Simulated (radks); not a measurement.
The numbers below are computed, except where a source is named.
Q: Pb VIII, configuration [Kr] 4d10 4f14 5s2 5p(1/2: 2, 3/2: 3) 5d(3/2: 4, 5/2: 4) (not the ground configuration). Code: a radial shooting solver on a logarithmic mesh with Libxc functionals. Model: Dirac Kohn-Sham, relativistic LDA (MacDonald-Vosko exchange, VWN5 correlation), spin-unpolarised, spherical densities, finite nucleus; Fermi nuclear charge, rms radius 5.5012 fm.

Spin-orbit splittings of the eigenvalues, e(l+1/2) - e(l-1/2), with zeta = 2 splitting/(2l+1) and mean radii in bohr:

| shell | occ. | splitting (eV) | zeta (eV) | <r> j=l-1/2 | <r> j=l+1/2 |
|---|---|---|---|---|---|
| 2p | 6 | 2159 | 1439 | 0.05510 | 0.06397 |
| 3p | 6 | 482.2 | 321.5 | 0.1649 | 0.1811 |
| 3d | 10 | 103.3 | 41.31 | 0.1572 | 0.1621 |
| 4p | 6 | 118.5 | 78.97 | 0.3862 | 0.4207 |
| 4d | 10 | ? | ? | 0.4248 | 0.4358 |
| 4f | 14 | 5.060 | 1.446 | 0.4488 | 0.4550 |
| 5p | 5 | 23.64 | 15.76 | 0.8948 | 0.9753 |
| 5d | 8 | 3.293 | 1.317 | 1.146 | 1.175 |

Estimate the 4d splitting.

A: 22.26 eV (zeta = 8.903 eV).
